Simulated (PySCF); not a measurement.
**Vibration and rotation of NdF**

UHF-MP2 constants of NdF, sextet, about 4.0 electrons in the 4f shell (Mulliken), real f orbitals that mix terms (basis Nd x2c-SVPall, F x2c-SVPall; spin-free X2C with a Gaussian nucleus; PySCF 2.14; masses 141.9077 and 18.9984 u):

| Quantity | Value |
| --- | --- |
| ωe | 532.9 cm⁻¹ |
| ωexe | 1.58 cm⁻¹ |
| Be | 0.23685 cm⁻¹ |
| αe | 0.00106 cm⁻¹ |
| D (centrifugal) | 1.87e-07 cm⁻¹ |

Problem. Give the vibrational terms G(v) and spacings up to v = 6.

Solution. G(v) = ωe(v+½) − ωexe(v+½)².

```json
{"v": "0", "G(v) (cm⁻¹)": "266", "G(v) − G(v−1)": "", "Bv (cm⁻¹)": "0.2363"}
{"v": "1", "G(v) (cm⁻¹)": "796", "G(v) − G(v−1)": "530", "Bv (cm⁻¹)": "0.2353"}
{"v": "2", "G(v) (cm⁻¹)": "1322", "G(v) − G(v−1)": "527", "Bv (cm⁻¹)": "0.2342"}
{"v": "3", "G(v) (cm⁻¹)": "1846", "G(v) − G(v−1)": "523", "Bv (cm⁻¹)": "0.2331"}
{"v": "4", "G(v) (cm⁻¹)": "2366", "G(v) − G(v−1)": "520", "Bv (cm⁻¹)": "0.2321"}
{"v": "5", "G(v) (cm⁻¹)": "2883", "G(v) − G(v−1)": "517", "Bv (cm⁻¹)": "0.2310"}
{"v": "6", "G(v) (cm⁻¹)": "3397", "G(v) − G(v−1)": "514", "Bv (cm⁻¹)": "0.2300"}
```

Correlated steps freeze 19 core orbitals. Spin–orbit coupling is left out, which matters for elements this heavy, above all for dissociation energies. With d or f electrons several states lie close, and the lowest PBE0 determinant need not be the measured ground state.
